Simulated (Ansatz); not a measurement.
Geometry optimisation, RKS LDA/def2-SVP (Ansatz).

input.yaml

```yaml
crystal:
  periodic: [false, false, false]
  atoms:
    - { symbol: In, position_ang: [-0.25311, -0.422113, -0.38552] }
    - { symbol: H, position_ang: [1.323598, -0.783024, 0.231817] }
    - { symbol: O, position_ang: [-0.615363, 0.47925, -2.110068] }
    - { symbol: O, position_ang: [-1.965659, -0.936599, 0.461484] }
    - { symbol: H, position_ang: [1.706271, 0.735329, 1.338772] }
    - { symbol: F, position_ang: [1.389721, 1.533435, 1.671203] }
    - { symbol: H, position_ang: [0.220936, 0.74686, -2.538316] }
    - { symbol: H, position_ang: [-1.806395, -1.353137, 1.330628] }
basis:
  gaussian: { orbitals: def2-SVP }
hamiltonian:
  xc: lda
relax:
  f_tol: 0.03
  max_steps: 50
```

Run as:

```bash
$ ansatz run input.yaml --threads 2 --pin off --max-ram 3072MiB --backend cpu --events-out ev --progress --plain --runs-dir out
```

**Question.** Where does it end, and by what steps?

**Answer.** The run converged. After 8 steps the energy has fallen by 0.299 eV; F6 moved furthest, 0.72 Å. Joined: In1–F6.

| step | energy less start (eV) | largest force component (eV/Å) | accepted |
| --- | --- | --- | --- |
| 0 | 0.0000 | 1.093 | yes |
| 1 | -0.1148 | 0.318 | yes |
| 2 | -0.2078 | 0.541 | yes |
| 3 | -0.2645 | 0.285 | yes |
| 4 | -0.2697 | 0.382 | yes |
| 5 | -0.2870 | 0.435 | yes |
| 6 | -0.2770 | 0.366 | no |
| 7 | -0.2960 | 0.227 | yes |
| 8 | -0.2986 | 0.026 | yes |

```xyz
8
Properties=species:S:1:pos:R:3
In -0.143 -0.319 -0.255
H 1.440 -0.882 0.261
O -0.490 0.621 -1.964
O -1.856 -0.809 0.609
H 1.521 0.602 1.145
F 0.882 1.313 1.218
H 0.345 0.804 -2.434
H -1.699 -1.330 1.419
```

Whether the end is a true minimum wasn't checked by a vibrational analysis.

Run time: 5.9 s on 2 threads of INTEL(R) XEON(R) PLATINUM 8581C CPU @ 2.10GHz (Emerald Rapids), on a shared host, peak memory 0.14 GiB.
